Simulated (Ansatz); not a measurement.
Task: Name a neutral molecule of Al, C, N and H with size of the dipole moment (PBE/def2-TZVPP) between 4.10 and 4.40 D and HOMO–LUMO gap (PBE/def2-TZVPP) between 4.00 and 4.30 eV (Ansatz, PBE0-D4/def2-TZVP geometry).

Result: `CC1=[N+](C)[AlH2-][N]1C` (4.37 D, 4.24 eV). Other molecules can fit too; these were computed, each in one conformer that needn't be the lowest.
